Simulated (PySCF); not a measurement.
A structure optimised at PBE-D3(BJ)/def2-TZVP, used in a PySCF frequency run:

```
Be
C 1 1.6850
H 2 1.1028 1 112.11
H 2 1.1028 3 106.70 1 123.11
H 2 1.1028 3 106.70 4 113.79
C 1 1.6850 4 154.06 2 -180.00
H 6 1.1028 1 112.11 4 61.12
H 6 1.1028 7 106.70 1 -123.11
H 6 1.1028 7 106.70 8 -113.79
```

### Question
Write its SMILES, formula and point group.

### Answer
[CH3][Be][CH3], C2H6Be, D3

### Question
What are its rotational constants (standard atomic weights)?

### Answer
80.059, 5.1549, 5.1549 GHz
